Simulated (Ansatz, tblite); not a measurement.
Cost and result up the ladder for Ge(vinyl)3(pyrrolidide) (C10H17GeN) (29 atoms). Charge 0, multiplicity 1. Geometry: PBE-D4/def2-SVP.

```xyz
29

Ge    0.5764    0.3268   -0.7474
C     1.6298    1.9595   -0.5419
C     1.0825    3.1185   -0.1300
H     2.7021    1.9293   -0.8092
H     0.0110    3.1804    0.1296
H     1.6709    4.0491   -0.0415
C     1.6030   -1.2132   -0.1007
C     2.6761   -1.0956    0.7064
H     1.2363   -2.2269   -0.3496
H     3.0847   -0.1095    0.9927
H     3.2015   -1.9743    1.1213
C     0.0040    0.0321   -2.5901
C     0.4680   -0.9676   -3.3638
H    -0.7187    0.7518   -3.0167
H     1.1999   -1.7053   -2.9896
H     0.1465   -1.0948   -4.4129
N    -0.9851    0.6204    0.2445
C    -2.1431   -0.2441    0.0139
C    -2.0459   -1.3793    1.0676
C    -1.2155   -0.7513    2.2215
C    -0.8597    0.6704    1.7045
H    -2.1734   -0.6125   -1.0319
H    -3.0784    0.3443    0.1817
H    -1.5193   -2.2561    0.6364
H    -3.0447   -1.7310    1.3977
H    -1.7770   -0.7108    3.1765
H    -0.2916   -1.3354    2.4072
H    -1.5900    1.4135    2.1085
H     0.1498    1.0117    2.0152
```

Ansatz on 4 threads of Arm Neoverse V1 on a shared host; xTB runs through tblite on one thread. Times are rough, summed over both states, and most runs start from the orbitals of an earlier one. PBE0-D4/def2-SVP serves as the yardstick here, not as an exact answer. The other state is a doublet.

The xTB rows come from tblite.

Raw xTB energies of ions are shifted by several eV.

```csv
level,functions,wall time,vertical IE (eV),difference from PBE0-D4/def2-SVP (eV)
GFN2-xTB,70,0.042 s,12.17,4.55
GFN1-xTB,87,0.056 s,12.90,5.28
PBE-D4/def2-SVP,271,27 s,7.47,-0.15
PBE0-D4/def2-SVP,271,44 s,7.61,0.00
```
